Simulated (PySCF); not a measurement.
Harmonic spectrum computed at PBE in the def2-TZVP basis family (core potentials from Rb on, PySCF, no spin–orbit coupling):

```tsv
ω (cm⁻¹)	IR (km/mol, summed over degenerate members)	degeneracy
72	11.7	2
352	0.0	1
500	90.7	1
```

**Question.** Which molecule gave it? In each, all ligands are bound to the one heavy central atom.
A. CoCl₂ (quartet)
B. MgCl₂ (singlet)
C. WCl₂ (quintet)
D. ZrCl₂ (triplet)

**Answer.** A. It has D∞h symmetry with Co–Cl 2.077 Å (×2).
